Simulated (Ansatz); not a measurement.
```yaml
crystal:
  periodic: [false, false, false]
  atoms:
    - {symbol: Ge, position_ang: [1.822271, 0.466926, -0.203632]}
    - {symbol: F, position_ang: [3.185139, -0.512858, -0.666638]}
    - {symbol: F, position_ang: [2.572965, 2.020744, 0.031204]}
    - {symbol: N, position_ang: [0.585718, 0.537538, -1.527999]}
    - {symbol: Ge, position_ang: [-1.179398, 0.125917, -1.474186]}
    - {symbol: F, position_ang: [-1.577571, -1.078587, -2.667053]}
    - {symbol: F, position_ang: [-2.152866, 1.471307, -1.998435]}
    - {symbol: N, position_ang: [-1.661136, -0.413854, 0.188523]}
    - {symbol: Ge, position_ang: [-0.642802, -0.592719, 1.678135]}
    - {symbol: F, position_ang: [-0.745324, -2.206237, 2.324640]}
    - {symbol: F, position_ang: [-1.292369, 0.350984, 2.989759]}
    - {symbol: N, position_ang: [1.080812, -0.148123, 1.332559]}
    - {symbol: H, position_ang: [0.931004, 0.871860, -2.433595]}
    - {symbol: H, position_ang: [-2.655127, -0.635243, 0.307158]}
    - {symbol: H, position_ang: [1.728684, -0.257665, 2.119550]}
basis:
  gaussian: {orbitals: def2-TZVP}
magnetization: {spin_polarized: true, initial_magnetization: 2}
hamiltonian: {xc: pbe0, dispersion: d4}
scf: {omitted_lower_state_checks: [starts]}
output: {orbitals: {seedname: orbitals}}
```

```sh
$ ansatz run in.yaml --threads 4 --pin off --events-out ev --progress --plain --max-ram 6963MiB
```

Problem. Does this run fit into the memory that it is given?

Solution. No. It has 441 basis functions, and Ansatz plans for 8 GiB where 7 GiB are given.
